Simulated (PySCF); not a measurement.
F2O2W (SMILES [O]=[W](=[O])([F])[F]), singlet, geometry from GFN2-xTB (such geometries of metal compounds can be far from the true shape) (core potentials on W); B3LYP/def2-SVPD in PySCF.

Here is a job for PySCF.
```python
from pyscf import gto, scf, dft

mol = gto.Mole()
mol.atom = '''
    W     0.054870   -0.011695    0.018386
    O     1.322296   -0.356872   -1.036446
    O     0.493459   -0.030142    1.644881
    F    -0.715267    1.598886   -0.415930
    F    -1.349892   -1.158712   -0.276078
'''
mol.basis = 'def2-svpd'
mol.ecp = {'W': 'def2-svpd'}
mol.charge = 0
mol.spin = 0
mol.verbose = 4
mol.build()

mf = dft.RKS(mol)
mf.xc = 'b3lyp'
mf.grids.atom_grid = (99, 590)
mf.grids.prune = None
mf.kernel()
```

Task: Predict the main parts of the log of this PySCF run.

Result: 
```
PySCF version 2.14.0

[INPUT] verbose = 4
[INPUT] num. atoms = 5
[INPUT] num. electrons = 48
[INPUT] charge = 0
[INPUT] spin (= nelec alpha-beta = 2S) = 0
[INPUT] symmetry False subgroup None
[INPUT] Mole.unit = angstrom
[INPUT] Symbol           X                Y                Z      unit          X                Y                Z       unit  Magmom
[INPUT]  1 W      0.054870000000  -0.011695000000   0.018386000000 AA    0.103689272455  -0.022100347027   0.034744504526 Bohr   0.0
[INPUT]  2 O      1.322296000000  -0.356872000000  -1.036446000000 AA    2.498777295608  -0.674390341526  -1.958599082901 Bohr   0.0
[INPUT]  3 O      0.493459000000  -0.030142000000   1.644881000000 AA    0.932502363702  -0.056960124847   3.108374597501 Bohr   0.0
[INPUT]  4 F     -0.715267000000   1.598886000000  -0.415930000000 AA   -1.351658735939   3.021456644401  -0.785993786990 Bohr   0.0
[INPUT]  5 F     -1.349892000000  -1.158712000000  -0.276078000000 AA   -2.550926177741  -2.189648337247  -0.521711809018 Bohr   0.0

nuclear repulsion = 222.760920503859
number of shells = 49
number of NR pGTOs = 192
number of NR cGTOs = 127
basis = def2-svpd
ecp = {'W': 'def2-svpd'}

******** <class 'pyscf.dft.rks.RKS'> ********
method = RKS
initial guess = minao
damping factor = 0
level_shift factor = 0
DIIS = <class 'pyscf.scf.diis.CDIIS'>
diis_start_cycle = 1
diis_space = 8
diis_damp = 0
SCF conv_tol = 1e-09
SCF conv_tol_grad = None
SCF max_cycles = 50
direct_scf = True
direct_scf_tol = 1e-13
XC library pyscf.dft.libxc version 7.1.2
    S. Lehtola, C. Steigemann, M. J. T. Oliveira, and M. A. L. Marques,  SoftwareX 7, 1–5 (2018)
XC functionals = b3lyp
    P. J. Stephens, F. J. Devlin, C. F. Chabalowski, and M. J. Frisch,  J. Phys. Chem. 98, 11623 (1994)
radial grids:
    Treutler-Ahlrichs [JCP 102, 346 (1995); DOI:10.1063/1.469408] (M4) radial grids

becke partition: Becke, JCP 88, 2547 (1988); DOI:10.1063/1.454033
pruning grids: None
grids dens level: 3
symmetrized grids: False
atomic radii adjust function: <function treutler_atomic_radii_adjust>
User specified grid scheme (99, 590)
small_rho_cutoff = 0
Set gradient conv threshold to 3.16228e-05
Initial guess from minao.
tot grids = 292056
init E= -404.673183148722
  HOMO = -0.641573939076799  LUMO = -0.326755898724717  gap/eV = 8.56664
cycle= 1 E= -416.626170081695  delta_E=  -12  |g|= 1.73  |ddm|= 7.38
  HOMO = -0.144889254928129  LUMO = -0.142457946605992  gap/eV = 0.06616
cycle= 2 E= -408.804792627495  delta_E= 7.82  |g|= 5.72  |ddm|=  6.2
  HOMO = -0.332249656336971  LUMO = -0.074122607084302  gap/eV = 7.02399
cycle= 3 E= -416.946115415756  delta_E= -8.14  |g|= 1.17  |ddm|=  5.6
  HOMO = -0.322580934217118  LUMO = -0.122150340080509  gap/eV = 5.45399
cycle= 4 E= -417.160755328679  delta_E= -0.215  |g|= 0.479  |ddm|= 1.06
  HOMO = -0.373040001687759  LUMO = -0.149548736838803  gap/eV = 6.08151
cycle= 5 E= -417.198838442064  delta_E= -0.0381  |g|= 0.0967  |ddm|= 0.378
  HOMO = -0.355601082616445  LUMO = -0.129171396933081  gap/eV = 6.16147
cycle= 6 E= -417.200833471206  delta_E= -0.002  |g|= 0.0167  |ddm|= 0.11
  HOMO = -0.358309677669727  LUMO = -0.129882331861143  gap/eV = 6.21582
cycle= 7 E= -417.200894601808  delta_E= -6.11e-05  |g|= 0.00213  |ddm|= 0.0167
  HOMO = -0.358314965812564  LUMO = -0.129801754301845  gap/eV = 6.21816
cycle= 8 E= -417.200895410962  delta_E= -8.09e-07  |g|= 0.000663  |ddm|= 0.00186
  HOMO = -0.358329388830121  LUMO = -0.129818296227082  gap/eV = 6.21810
cycle= 9 E= -417.200895485126  delta_E= -7.42e-08  |g|= 0.000207  |ddm|= 0.000495
  HOMO = -0.358339165940944  LUMO = -0.129812115402846  gap/eV = 6.21854
cycle= 10 E= -417.200895493155  delta_E= -8.03e-09  |g|= 6.09e-05  |ddm|= 0.000182
  HOMO = -0.358341045271505  LUMO = -0.129812880616555  gap/eV = 6.21857
cycle= 11 E= -417.200895492477  delta_E= 6.78e-10  |g|= 8.43e-05  |ddm|= 9.06e-05
  HOMO = -0.358340897104686  LUMO = -0.129813102135447  gap/eV = 6.21856
cycle= 12 E= -417.200895493864  delta_E= -1.39e-09  |g|= 5.02e-06  |ddm|= 5.63e-05
  HOMO = -0.358340513201572  LUMO = -0.129813293790534  gap/eV = 6.21854
cycle= 13 E= -417.200895493881  delta_E= -1.73e-11  |g|= 2.24e-06  |ddm|= 4.81e-06
  HOMO = -0.358340431048948  LUMO = -0.12981333804413  gap/eV = 6.21854
Extra cycle  E= -417.200895493883  delta_E= -1.82e-12  |g|= 4.68e-06  |ddm|= 4.38e-06
converged SCF energy = -417.200895493883
```
